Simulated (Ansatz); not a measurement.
Calculated with Ansatz (gas phase, PBE0-D4/def2-TZVP geometries, no zero-point term in ΔE). CCSD(T)/CBS adds triple-zeta CCSD(T) − MP2 to the extrapolated MP2 energy (def2 sets, frozen cores). Functionals use def2-TZVPP. B3LYP here is the variant with VWN-RPA as its local correlation; programs differ in this. Each species was taken in one conformer, which may not be the lowest.

`CCCO[SiH3]` + `OB([SiH3])OCF` → `OB([SiH3])O[SiH3]` + `CCCOCF`  (formal exchange of groups at the Si–O bond)

| level | ΔE (kcal/mol) | difference from CCSD(T)/CBS |
| --- | --- | --- |
| PBE-D4 | -6.5 | -0.3 |
| r2SCAN-D4 | -6.3 | -0.1 |
| PBE0-D4 | -6.4 | -0.2 |
| B3LYP-D4 | -6.3 | -0.1 |
| ωB97X-V | -6.2 | 0.0 |
| ωB97M-V | -6.3 | -0.1 |
| B2PLYP | -5.9 | 0.3 |
| PBE | -6.1 | 0.1 |
| r2SCAN | -6.2 | 0.0 |
| PBE0 | -6.0 | 0.2 |
| B3LYP | -5.6 | 0.6 |
| HF/def2-TZVPP | -5.3 | 0.9 |
| MP2/def2-TZVPP | -6.3 | -0.1 |
| SCS-MP2/def2-TZVPP | -6.0 | 0.2 |
| CCSD/def2-TZVPP | -6.0 | 0.2 |
| CCSD(T)/def2-TZVPP | -6.2 | 0.0 |
| HF/def2-QZVPP | -5.3 | 0.9 |
| MP2/def2-QZVPP | -6.3 | -0.1 |
| SCS-MP2/def2-QZVPP | -6.1 | 0.1 |
| HF/CBS(def2) | -5.3 | 0.9 |
| MP2/CBS(def2) | -6.4 | -0.2 |
| CCSD/CBS(def2) | -6.1 | 0.1 |
| CCSD(T)/CBS | -6.2 | 0 |

Largest T1 diagnostic among the species: 0.014.

In def2-TZVPP, CCSD(T) changes the Hartree–Fock value by −0.9 kcal/mol (the triples alone add −0.1 kcal/mol) and MP2 by −1.0 kcal/mol.
